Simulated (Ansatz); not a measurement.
Reaction (homolysis of the B–H bond): `FBBr` → `F[B]Br`• + H•

Isolated molecules relaxed with PBE0-D4/def2-TZVP in Ansatz; ΔE leaves out vibrations. CBS: MP2 limit from def2 TZ/QZ plus the TZ coupled-cluster correction, frozen cores. This one scheme is used for every species, atoms too. No spin–orbit coupling; open shells (•) take unrestricted orbitals. Bonds to Br are less sure, by a few kJ/mol each and by 10 to 20 or more in all where they break to atoms, as the def2 sets lack core-valence functions. Scalar relativity is left out up to krypton.

`FBBr`:

Cartesian coordinates in Å:
```
F -1.060 0.665 0.566
B -0.110 0.071 -0.109
Br 1.281 -0.820 0.842
H -0.110 0.084 -1.299
```

`F[B]Br`•:

Z-matrix (Å, degrees):
```
B
F 1 1.297
Br 1 1.905 2 122.9
```

```csv
species,CCSD(T)/CBS(def2) energy (Eh)
`FBBr`,-2698.59010
`F[B]Br`•,-2697.91293
H•,-0.50000
```

Question: Work out ΔE.

Answer: ΔE = (-2697.91293) + (-0.50000) − (-2698.59010) = 0.17717 Eh = +111.2 kcal/mol.

Largest T1 diagnostic among the species: 0.013.

Leaving LDA and LC-ωPBE aside and taking each functional with its dispersion term where it has one, the values, not all of them listed here, spread over 8.0 kcal/mol, from revPBE-D4 to ωB97M-V. LDA lies +10.2 kcal/mol from PBE without D4, its usual overbinding. From PBE to PBE0 (25 % exact exchange), in def2-TZVPP and without D4, ΔE moves by +1.2 kcal/mol. At CCSD(T), def2-SVP lies −4.0 kcal/mol from the extrapolated value and def2-TZVPP −1.6 kcal/mol: correlation converges slowly with the basis, and small sets miss more of it in the bonded molecule than in its fragments.
